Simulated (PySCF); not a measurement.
## Working out the ionisation energy of Ne+

Ne+ [He] 2s2 2p5 (2P) → Ne(2+) [He] 2s2 2p4 (3P). All numbers are calculated (PySCF 2.14, no relativity, point nucleus, in aug-cc-pVDZ). Frozen: 1s2. Energies in hartree (1 hartree = 27.21139 eV):

```tsv
part	Ne+ (lower)	Ne(2+) (upper)
UHF	-127.766882	-126.321875
CCSD correlation	-0.153547	-0.111034
(T)	-0.001651	-0.000866
```

**Question.** What does Hartree-Fock give?

**Answer.** (-126.321875) − (-127.766882) = 1.445007 hartree = 39.321 eV.

**Question.** What do CCSD and CCSD(T) give?

**Answer.** The CCSD correlation energies differ by 0.042513 hartree = 1.157 eV and the triples by 0.000785 hartree = 0.021 eV, so CCSD gives 40.478 eV and CCSD(T) 40.499 eV.

A first-order spin-orbit estimate adds -0.004 eV to CCSD(T) (valence), giving 40.495 eV against 40.963 eV (measured; NIST Atomic Spectra Database, ionization energies).

A double-zeta basis recovers only part of the correlation energy.

What remains against the reference includes basis incompleteness, the frozen core and higher excitations.
